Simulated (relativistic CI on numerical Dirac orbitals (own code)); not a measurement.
Sc3+ in a cubic cluster: L2,3 absorption with charge transfer

Computed with a charge-transfer multiplet model of a cubic metal-ligand cluster with up to 2 ligand holes, Slater and spin-orbit integrals from Dirac-Coulomb-Breit ions, Slater integrals scaled by 0.8. The parameters are those of a tetrahedral site (10Dq negative, t2 hopping the larger). The ground state mixes d0 with configurations of k ligand holes L, whose averages lie at kΔ + k(k − 1)U_dd/2; a core hole lowers each added d electron by U_cd. 300 K, Lorentzian 0.4 eV and Gaussian 0.3 eV FWHM.

Atomic integrals in eV (Slater integrals scaled, ζ unscaled), ground: F2dd 4.710, F4dd 2.885, zeta_d 0.005; with the core hole: F2dd 4.710, F4dd 2.885, zeta_d 0.020, zeta_core 3.005, F2cd 4.113, G1cd 2.955, G3cd 1.675. Where a configuration has fewer than two d electrons, the dd integrals are those of d2.

Cluster parameters (eV): U_dd = 4.8, U_cd = 5.8, 10Dq = -0.35, 10Dq(ligand) = 0, V(eg) = 1.55, V(t2g) = -2.63, final-state hopping factor = 0.8.

Weights, n_d and S are thermal averages at 300 K. Photon energies count from the first peak over 30 % of the highest in each spectrum, which can be another peak from case to case. The parameters are a model scan and need not match a compound or its usual spin state. Peaks in eV (height, largest 100): -1.9 (7), 0.0 (100), 3.5 (35), 4.5 (99).

(1) Which parameters give this spectrum?
A. Δ = 2.6 eV
B. Δ = 1.6 eV
C. Δ = 0.6 eV

Results:

(1) C. Δ = 0.6 eV; the ground state then has 0.91 d electrons and S = 0.00. The choice follows from running the model for each set and comparing peak positions and heights. The space is cut while the next configuration still counts.
